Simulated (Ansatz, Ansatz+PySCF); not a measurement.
```yaml
atoms:
  - { symbol: C, position_ang: [0.3388, -0.5786, 0.1792] }
  - { symbol: C, position_ang: [-0.3962, 0.6459, -0.2252] }
  - { symbol: H, position_ang: [-0.0636, 1.6563, 0.0504] }
  - { symbol: H, position_ang: [-1.1412, 0.5570, -0.9475] }
  - { symbol: H, position_ang: [1.3221, -0.6772, -0.2799] }
  - { symbol: H, position_ang: [0.4989, -0.5913, 1.2484] }
  - { symbol: H, position_ang: [-0.2853, -1.4807, -0.0491] }
```

Basis set: def2-SVP (spherical functions). Correlated methods keep 2 orbitals frozen. Charge 0, multiplicity 2.

Computed with Ansatz (development build ahead of 0.2.0); each method stands on the lowest determinant of its kind that the runs found.

The atomization energy at this shape (free ground-state atoms in the same class of orbitals less the molecule, no zero-point energy) of doublet C₂H₅:

```json
{"method": "UHF-MP2", "atomization energy": "25.04 eV"}
```

Question: What does UHF give?

Answer: 20.50 eV.
